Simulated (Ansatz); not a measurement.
Molecule: chloro(dimethoxy)borane, C2H6BClO2 (charge 0, singlet). SMILES: COB(Cl)OC
Geometry from a B3LYP-D3(BJ)/def2-TZVP (Ansatz, an electronic-structure program) optimisation:
```
B
O 1 1.3469
O 1 1.3469 2 118.24
C 3 1.4227 1 124.35 2 180.00
H 4 1.0879 3 106.98 1 180.00
H 4 1.0910 5 109.48 3 -120.32
H 4 1.0910 5 109.48 6 -119.35
C 2 1.4227 1 124.35 3 -180.00
H 8 1.0879 2 106.98 1 180.00
H 8 1.0910 9 109.48 2 -120.32
H 8 1.0910 9 109.48 10 -119.35
Cl 1 1.8006 2 120.88 8 0.00
```
Charge 0, spin multiplicity 1.

Property: atomisation energy (electronic, to ground-state atoms), in kcal/mol. Correlated levels leave the core frozen unless marked. UHF or UKS for open shells. No spin-orbit coupling. Non-relativistic. The coupled-cluster limit lacks core correlation, which all-electron functionals hold. CBS marks a two-point X^-3 extrapolation of the correlation energy; Hartree-Fock from the larger set.

| level | program | atomisation energy (kcal/mol) |
|---|---|---|
| HF/aug-cc-pV(Q+d)Z | Ansatz | 859.7 |

### Question
Predict the CCSD(T)/CBS(cc-pV(T+d)Z,cc-pV(Q+d)Z) result (Ansatz).

### Answer
1161.1 kcal/mol
